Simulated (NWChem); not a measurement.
System meant: NbNHCl$_{2}$F; SMILES [NH]=[Nb]([F])([Cl])[Cl]

Here is an NWChem input.

```
start job
memory heap 200 mb stack 900 mb global 1100 mb
geometry units angstroms noautoz
  Nb     0.264971    -0.023334     0.000000
  N      1.078781    -1.541298     0.000000
  H      1.564766    -2.434320     0.000000
  F      1.571686     1.298447     0.000000
  Cl    -1.021019     0.049061     1.902914
  Cl    -1.021019     0.049061    -1.902914
end
basis spherical
  * library def2-svp
end
dft
  xc xpbe96 cpbe96
  iterations 150
  mulliken
end
task dft energy
```

End of the output:

```
             Northwest Computational Chemistry Package (NWChem) 7.3.0
             --------------------------------------------------------

 CS  symmetry detected

                             Geometry "geometry" -> ""
                             -------------------------

 Output coordinates in angstroms (scale by  1.889725989 to convert to a.u.)

  No.       Tag          Charge          X              Y              Z
 ---- ---------------- ---------- -------------- -------------- --------------
    1 Nb                  41.0000     0.26853034    -0.04175486     0.00000000
    2 N                    7.0000     0.92448848    -1.63430638     0.00000000
    3 H                    1.0000     1.31757175    -2.57193917     0.00000000
    4 F                    9.0000     1.70234254     1.14095037     0.00000000
    5 Cl                  17.0000    -1.00352405     0.16045529    -1.90291400
    6 Cl                  17.0000    -1.00352405     0.16045529     1.90291400

 Effective nuclear repulsion energy (a.u.)     668.9778277918

      Symmetry information
      --------------------

 Group name             Cs
 Group number              2
 Group order               2
 No. of unique centers     5

  pbe96 is a nonlocal functional; adding pw91lda local functional.

                                 NWChem DFT Module
                                 -----------------

 Summary of "ao basis" -> "ao basis" (spherical)
 ------------------------------------------------------------------------------
       Tag                 Description            Shells   Functions and Types
 ---------------- ------------------------------  ------  ---------------------
 Nb                         def2-svp                11       31   5s3p2d1f
 N                          def2-svp                 6       14   3s2p1d
 H                          def2-svp                 3        5   2s1p
 F                          def2-svp                 6       14   3s2p1d
 Cl                         def2-svp                 8       18   4s3p1d

      Symmetry analysis of basis
      --------------------------

        a'         63
        a"         37

            General Information
            -------------------
          SCF calculation type: DFT
          Wavefunction type:  closed shell.
          No. of atoms     :     6
          No. of electrons :    92
           Alpha electrons :    46
            Beta electrons :    46
          Charge           :     0
          Spin multiplicity:     1
          Use of symmetry is: on ; symmetry adaption is: on
          Maximum number of iterations: 150
          AO basis - number of functions:   100
                     number of shells:    42
          Convergence on energy requested:  1.00D-06
          Convergence on density requested:  1.00D-05
          Convergence on gradient requested:  5.00D-04

              XC Information
              --------------
          PerdewBurkeErnzerhof Exchange Functional  1.000
            Perdew 1991 LDA Correlation Functional  1.000 local
           PerdewBurkeErnz. Correlation Functional  1.000 non-local

             Grid Information
             ----------------
          Grid used for XC integration:  medium
          Radial quadrature: Mura-Knowles
          Angular quadrature: Lebedev.
          Tag              B.-S. Rad. Rad. Pts. Rad. Cut. Ang. Pts.
          ---              ---------- --------- --------- ---------
          Nb                  1.45      123           9.0       590
          N                   0.65       49           8.0       434
          H                   0.35       45          11.0       434
          F                   0.50       49          10.0       434
          Cl                  1.00       88          11.0       590
          Grid pruning is: on
          Number of quadrature shells:   354
          Spatial weights used:  Erf1

      Superposition of Atomic Density Guess
      -------------------------------------

 Sum of atomic energies:       -1797.19064212

      Non-variational initial energy
      ------------------------------

 Total energy =   -1804.167397
 1-e energy   =   -3778.098029
 2-e energy   =    1304.952804
 HOMO         =      -1.214716
 LUMO         =      -1.166703

      Symmetry analysis of molecular orbitals - initial
      -------------------------------------------------

  Numbering of irreducible representations:

     1 a'          2 a"

  Orbital symmetries:

     1 a'          2 a"          3 a'          4 a'          5 a'
     6 a'          7 a'          8 a"          9 a'         10 a"
    11 a'         12 a'         13 a'         14 a"         15 a'
    16 a"         17 a'         18 a"         19 a'         20 a'
    21 a"         22 a"         23 a'         24 a'         25 a'
    26 a"         27 a'         28 a'         29 a"         30 a"
    31 a'         32 a'         33 a"         34 a'         35 a'
    36 a'         37 a"         38 a"         39 a'         40 a'
    41 a'         42 a"         43 a'         44 a'         45 a"
    46 a'         47 a"         48 a'         49 a"         50 a'
    51 a'         52 a'         53 a"         54 a"         55 a'
    56 a'

     ---------------------------------------------
      Total Density - Mulliken Population Analysis
     ---------------------------------------------

    Atom       Charge   Shell Charges
 -----------   ------   -------------------------------------------------------
    1 Nb  41    47.16   2.00  2.02  2.07  1.99 -0.40  6.06  8.08 -0.25 10.50  0.76 14.34
    2 N    7     9.03   1.99  1.21  0.44  4.10  1.18  0.11
    3 H    1     0.29   0.22  0.03  0.03
    4 F    9     9.51   1.99  1.14  0.68  3.79  1.86  0.04
    5 Cl  17    13.01   2.00  1.99  0.86  0.86  5.91  0.85  0.44  0.09
    6 Cl  17    13.01   2.00  1.99  0.86  0.86  5.91  0.85  0.44  0.09

[...]
```

Find the fault in this run and fix the input.

The run ends normally but its numbers are meaningless: the def2 basis of a heavy element holds valence functions alone and wants its effective core potential (without it all electrons must fit into that basis). This input runs:
```
start job
memory heap 200 mb stack 900 mb global 1100 mb
geometry units angstroms noautoz
  Nb     0.264971    -0.023334     0.000000
  N      1.078781    -1.541298     0.000000
  H      1.564766    -2.434320     0.000000
  F      1.571686     1.298447     0.000000
  Cl    -1.021019     0.049061     1.902914
  Cl    -1.021019     0.049061    -1.902914
end
basis spherical
  * library def2-svp
end
ecp
  Nb library def2-ecp
end
dft
  xc xpbe96 cpbe96
  iterations 150
  mulliken
end
task dft energy
```
It converges to -1131.90014 Ha (PBE/def2-SVP with def2 effective core potentials on Nb). The faulty run gave -1840.395 Ha, with all electrons squeezed into the valence basis.
